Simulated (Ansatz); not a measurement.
A structure relaxed at r2SCAN-D4/def2-SVP in Ansatz, charge 0, singlet:

```xyz
14

Mg    0.5061    0.6284    0.4817
Mg    1.9066    2.7604    1.9710
Mg   -0.3244   -0.1731   -2.7087
Mg    1.4146    2.4055   -1.7260
Mg   -1.0138   -1.6494    0.5308
Mg    0.4622    0.3224    3.4299
Mg   -1.9019   -2.6288   -2.1424
O     1.4359    1.8677    3.4925
O    -1.9711   -2.9723   -0.3346
O     1.5015    2.2613    0.2203
O     0.3720   -0.8137   -0.8791
O    -1.2963   -1.5341   -3.4929
O    -0.1539   -0.5293    1.9191
O    -0.9376    0.0550   -0.7617
```

Question: Give its formula.

Answer: the cluster Mg7O7.

Question: Summarise the bond lengths by kind (pairs closer than 1.2 times the sum of covalent radii, bridged metal pairs left out).

Answer: 18 × Mg–O 1.83 to 2.15 Å; 1 × O–O 1.58 Å; 1 × Mg–Mg 3.26 Å.

The structure holds 1 bond(s) between oxygen atoms. Another isomer (singlet) lies 2.17 eV lower at PBE0-D4/def2-TZVP; other spin states weren't run for this one.
